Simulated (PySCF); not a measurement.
## What an electron can do to Ge2

r²SCAN in PySCF with def2-TZVPPD on every atom, for the lowest determinant that a PBE0 search found; no spin–orbit coupling.

```
species  state (unpaired electrons)  Re (Å)  ωe (cm⁻¹)  energy of the minimum from the neutral (eV)  De (eV)  dissociates to
    Ge2              triplet (π ↑↑)   2.383        290                                         0.00     3.14         Ge + Ge
   Ge₂⁺         quartet (σ ↑, π ↑↑)   2.409        256                                         7.65     3.57        Ge⁺ + Ge
   Ge₂⁻               doublet (π ↑)   2.284        325                                        -1.81     3.81        Ge + Ge⁻
```

Work out the lowest energy to break Ge2 into atoms, from its vibrational ground state.

D0 = De − ωe/2 = 3.14 − 0.02 = 3.12 eV (r²SCAN/def2-TZVPPD).

Work out the ionisation energy of the Ge atom at this level and the threshold of dissociative ionisation.

IE(Ge) = 7.65 + 3.57 − 3.14 = 8.08 eV, so Ge⁺ + Ge + e⁻ appears at D0 + IE(Ge) = 11.20 eV (r²SCAN/def2-TZVPPD). The measured IE(Ge) is 7.899 eV (NIST ASD).

Work out the electron affinity of the Ge atom and the threshold of dissociative attachment.

EA(Ge) = 3.14 − 3.81 − (-1.81) = 1.14 eV, so Ge + Ge⁻ needs D0 − EA(Ge) = 1.98 eV (r²SCAN/def2-TZVPPD). The measured EA(Ge) is 1.233 eV.

At which energy does ion-pair formation open?

Ge⁺ + Ge⁻ lies at D0 + IE(Ge) − EA(Ge) = 10.06 eV (r²SCAN/def2-TZVPPD).

These are thermodynamic thresholds; the onsets seen under electron impact lie higher where the geometry changes, and cross-sections peak well above them.

Spin–orbit coupling is left out. The highest Kohn–Sham level is positive in this anion. Much of that is self-interaction error, but it also means that the finite basis helps to hold the extra electron. States were picked by a PBE0 search and need not be the measured ground states.
